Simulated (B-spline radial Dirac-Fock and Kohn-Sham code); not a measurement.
Elastic scattering of 200 keV electrons by the Er atom

Model: relativistic (Dirac) partial waves in the static field of the Dirac-Fock atom with Furness-McCarthy exchange, without polarisation or absorption potentials. Program: a radial B-spline solver.

```
θ (°)  dσ/dΩ (a₀²/sr)  Sherman function
    0            1250             0.000
    1            96.1             0.000
    2            18.1             0.000
    3            5.42             0.000
    5           0.986             0.000
    7           0.310             0.001
   10          0.0883             0.002
   15          0.0207             0.004
   20         0.00731             0.005
   25         0.00328             0.005
   30         0.00173             0.003
   40        0.000639            -0.010
   50        0.000302            -0.036
   60        0.000165            -0.072
   70        9.99e-05            -0.117
   80        6.48e-05            -0.167
   90        4.44e-05            -0.219
  100        3.18e-05            -0.269
  110        2.36e-05            -0.312
  120        1.81e-05            -0.342
  130        1.43e-05            -0.353
  140        1.18e-05            -0.339
  150        1.00e-05            -0.295
  160        8.90e-06            -0.219
  170        8.27e-06            -0.117
  180        8.08e-06             0.000
```

The total elastic cross section is 0.483 a₀², the first transport cross section 0.00133 a₀² and the second, weighted with (3/2) sin²θ, 0.00325 a₀². The mean deflection is ⟨1 − cos θ⟩ = 0.00276, and 0.027 % of the collisions scatter beyond 90°.

Values without a named source are computed, but for edge energies of neutral atoms, which are taken from tables.
